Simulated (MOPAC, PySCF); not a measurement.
Ligand exchange on a metal centre used in film growth or etching (Mo Cl-OH). Gas-phase values, no solvent. One relaxed conformer stands for each flexible species; it need not be the lowest.

Quantity: redistribution energy (mixed species minus the weighted end members), in eV. Semi-empirical values (MOPAC) are differences of heats of formation.

Level 1: B3LYP/6-31G* (LANL2DZ on Mo) // r2SCAN-D4/def2-SVP (PySCF)
Level 2: BP86/6-31G* (LANL2DZ on Mo) // r2SCAN-D4/def2-SVP (PySCF)
Level 3: PBE/6-31G* (LANL2DZ on Mo) // r2SCAN-D4/def2-SVP (PySCF)
Level 4: PM7 // r2SCAN-D4/def2-SVP (MOPAC)

| species | level 1 | level 2 | level 3 | level 4 |
|---|---|---|---|---|
| 4 of 6 Cl replaced by OH: [Mo(Cl)2(OH)4] | -0.417 | ? | ? | ? |
| 2 of 6 Cl replaced by OH: [Mo(Cl)4(OH)2] | ? | -0.108 | -0.114 | -0.365 |
| 1 of 6 Cl replaced by OH: [Mo(Cl)5(OH)] | -0.067 | -0.031 | -0.033 | -0.271 |
| 5 of 6 Cl replaced by OH: [Mo(Cl)(OH)5] | -0.084 | -0.006 | -0.017 | -0.56 |

### Question
Fill in the missing entries.

### Answer

- 4 of 6 Cl replaced by OH: [Mo(Cl)2(OH)4], level 2: -0.362
- 4 of 6 Cl replaced by OH: [Mo(Cl)2(OH)4], level 3: -0.373
- 4 of 6 Cl replaced by OH: [Mo(Cl)2(OH)4], level 4: -0.354
- 2 of 6 Cl replaced by OH: [Mo(Cl)4(OH)2], level 1: -0.162
